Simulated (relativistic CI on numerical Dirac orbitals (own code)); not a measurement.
# Ir⁴⁺: 5p photoemission

Computed with this model: Dirac-Coulomb-Breit CI, KLI orbitals optimised for each configuration, model QED, valence Slater integrals scaled by 0.7, multiplet model of photoemission in the sudden approximation; configurations [Xe] 4f14 5d5 → [Kr] 4d10 4f14 5s2 5p5 5d5; 300 K; Lorentzian 1.05 eV and Gaussian 0.6 eV FWHM. Energies are those of the free ion, without screening or charge transfer. The energies are binding energies and can lie tens of eV above those of solids. S is read from ⟨S²⟩ = S(S + 1).

Field parameters in Wybourne normalisation: D3d B²₀ = −7Dσ, B⁴₀ = −14Dq − 21Dτ, B⁴₃ = −14√(10/7) Dq; Oh B⁴₀ = 21Dq, B⁴₄ = √(5/14) B⁴₀; Td as Oh with Dq negative (B⁴₀ = 21Dq, B⁴₄ = √(5/14) B⁴₀). The field is a parameter set, without covalency.

Computed curve for Td, 10Dq = -13600 cm⁻¹, scaled to 100 at the maximum (points under 2 are left out and the grid is thinned):

Energy (eV), Intensity and a bar:
```
     98.6        2.1 
     99.4        2.8 
    100.2        4.2 #
    101.0        7.0 ##
    101.8       14.7 ####
    102.6       45.4 ###############
    103.4       77.4 ##########################
    104.2       81.6 ############################
    105.0       87.4 ##############################
    105.8       38.7 #############
    106.6       21.2 #######
    107.4       14.4 ####
    108.2       11.6 ###
    109.0       13.2 ####
    109.8       14.5 ####
    110.6       14.7 ####
    111.4       14.3 ####
    112.2       11.8 ###
    113.0        9.2 ###
    113.8        8.7 ##
    114.4        9.1 ##
    115.2        9.2 ###
    116.0        7.8 ##
    116.8        5.3 #
    117.6        3.5 
    118.4        2.8 
    119.2        2.8 
    120.0        3.5 
    120.8        5.4 #
    121.6       13.4 ####
    122.4       33.7 ###########
    123.2       35.2 ############
    124.0       29.8 ##########
    124.8       24.5 ########
    125.6       26.8 #########
    126.4       21.2 #######
    127.2       12.1 ####
    128.0        6.5 ##
    128.8        3.7 #
    129.6        2.2
```

The ground state has S = 1.76, and the centroid lies at 111.46 eV.
